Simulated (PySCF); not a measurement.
# C₆ coefficients of unlike pairs at UHF

Calculated with PySCF 2.14 from the dipole response of each species, C₆(A,B) = (3/π) ∫ α_A(iu) α_B(iu) du, in atomic units, from isotropic polarisabilities. For ions this is the dispersion term alone; charge-induced terms of lower order in 1/R come first.

```tsv
species	configuration	basis	relativity	α (bohr³)	C₆ (like pair)
Te³⁺	[Kr] 4d10 5s2 5p1 (2P)	aug-cc-pVQZ-PP with ECP28MDF (7s7p5d3f2g)	core potential	11.37	58.49
Al³⁺	[Ne] (1S)	dyall-av2z (13s9p2d)	none	0.07164	0.01610
O³⁺	[He] 2s2 2p1 (2P)	aug-cc-pwCVDZ (5s4p2d)	none	1.412	1.308
Ag²⁺	[Kr] 4d9 (2D)	x2c-QZVPPall with one added diffuse shell each of s, p, d, f, g type (14s9p8d5f3g)	spin-free X2C	5.474	28.08
```

**Question.** Estimate C₆ for Ag²⁺ with Al³⁺.

**Answer.** The integral gives 0.5929. The combination rule 2 C_A C_B / (C_A α_B/α_A + C_B α_A/α_B) gives 0.5660 and the geometric mean 0.6724.

No spin-orbit coupling is included.

The other pairs:

| pair | C₆ |
| --- | --- |
| Ag²⁺, Te³⁺ | 38.39 |
| Ag²⁺, O³⁺ | 5.989 |
| O³⁺, Al³⁺ | 0.1183 |
| O³⁺, Te³⁺ | 8.610 |
| Al³⁺, Te³⁺ | 0.7049 |
